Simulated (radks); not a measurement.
Q: These are the eigenvalues of the occupied orbitals of an atom or ion with whole-number occupations (hartree). Method: scalar-relativistic Kohn-Sham, B86b exchange with PBE correlation, spin-polarised, spherical densities, finite nucleus; Fermi nuclear charge, rms radius of each element as measured or else 0.836 A^(1/3) + 0.57 fm; computed with a radial shooting solver on a logarithmic mesh with Libxc functionals.

| orbital | eigenvalue |
|---|---|
| 1s up | -1212.573 |
| 1s down | -1212.571 |
| 2s up | -187.6444 |
| 2s down | -187.6433 |
| 2p up | -168.4580 |
| 2p down | -168.4559 |
| 3s up | -38.15467 |
| 3s down | -38.15253 |
| 3p up | -31.93627 |
| 3p down | -31.93382 |
| 3d up | -22.62237 |
| 3d down | -22.62001 |
| 4s up | -6.98935 |
| 4s down | -6.98410 |
| 4p up | -5.04067 |
| 4p down | -5.03525 |
| 4d up | -2.20026 |
| 4d down | -2.19169 |
| 5s up | -0.98725 |
| 5s down | -0.93559 |
| 5p up | -0.58740 |
| 5p down | -0.53374 |

Which element is it, and in what charge state? The configuration may be excited. Open shells, if any, are filled with parallel spins first.

A: Z = 53, iodine, charge +1: I+ in [Kr] 4d10 5s2 5p4. The list shows which subshells hold electrons but not how many an open one holds; the 1s level, -1212.6 hartree, gives Z - s = 49.2 by -(Z - s)^2/2, which with screening and relativity narrows Z to a few neighbours, and the depths of the outer levels then fix element, charge and occupations together.
